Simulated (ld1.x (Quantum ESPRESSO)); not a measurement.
# Reading a pseudo-wave (Cl (Z = 17))

Columns: radius, all-electron u(r) and pseudo u(r) of the 3p shell (level -13.91 eV) of chlorine in the configuration [Ne] 3s2 3p4.5; LDA (PZ), scalar-relativistic, RRKJ scheme, ld1.x (Quantum ESPRESSO) 7.5.

```csv
r (bohr),all-electron,pseudo
0.072,0.1322,-0.0053
0.145,0.2975,-0.0213
0.217,0.3730,-0.0472
0.290,0.3600,-0.0832
0.362,0.2844,-0.1274
0.435,0.1702,-0.1800
0.507,0.0404,-0.2383
0.580,-0.0947,-0.3024
0.652,-0.2225,-0.3687
0.725,-0.3411,-0.4370
0.798,-0.4458,-0.5042
0.870,-0.5342,-0.5671
0.942,-0.6079,-0.6245
1.015,-0.6681,-0.6754
1.088,-0.7148,-0.7174
1.160,-0.7488,-0.7496
1.232,-0.7723,-0.7725
1.305,-0.7867,-0.7867
1.378,-0.7928,-0.7928
1.450,-0.7921,-0.7921
1.522,-0.7858,-0.7858
1.595,-0.7747,-0.7747
1.668,-0.7596,-0.7596
1.740,-0.7417,-0.7417
1.812,-0.7214,-0.7214
1.885,-0.6991,-0.6991
```

(1) How many radial nodes do the two functions have?

(2) At about which radius was the pseudo-wave matched?

(3) Is the pseudo-wave norm-conserving?

Answers

(1) The all-electron 3p function has n − l − 1 = 1; the pseudo-wave has 0, since the states of the same l below it are removed with the core.

(2) 1.45 bohr. The columns agree to 0.0005 from 1.23 bohr on; several derivatives are matched, so the curves merge somewhat inside the radius.

(3) Yes: the RRKJ scheme keeps the norm inside the radius equal to the all-electron one, which fixes the energy derivative of the logarithmic derivative at the level.
